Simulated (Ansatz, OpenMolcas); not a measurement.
# How methods differ on CH5BClNO (SMILES NB(Cl)CO)

CH5BClNO: 10 atoms, total charge 0, spin state singlet. SMILES: `NB(Cl)CO`. Geometry: relaxed at PBE0-D4/def2-TZVP. This is a higher conformer, about 10 kJ/mol above the lowest found by a separate search.

Each level gives the HOMO–LUMO gap (eV). The values are calculated.

```tsv
level	kind	program	value (eV)	CPU time
PBE/6-31G* (spherical functions)	GGA	Ansatz	5.02	5.8 s
revPBE/6-31G* (spherical functions)	GGA	Ansatz	5.08	5.8 s
TPSS/6-31G* (spherical functions)	meta-GGA	OpenMolcas	5.33	61 s
M06-2X/6-31G* (spherical functions)	hybrid meta-GGA	OpenMolcas	10.44	47 s
PBE0/6-31G* (spherical functions)	global hybrid	Ansatz	7.82	6.6 s
CAM-B3LYP/6-31G* (spherical functions)	range-separated hybrid	Ansatz	10.50	7.6 s
HSE06/6-31G* (spherical functions)	range-separated hybrid	Ansatz	7.02	7.7 s
wB97M-V/6-31G* (spherical functions)	range-separated hybrid	Ansatz	12.42	70 s
```

The values span 5.02 to 12.42 eV. Orbital gaps aren't excitation energies; they tend to grow with the share of exact exchange. CPU times are rough (shared hosts, several kinds of processor): they show what a rung costs within a factor of a few.
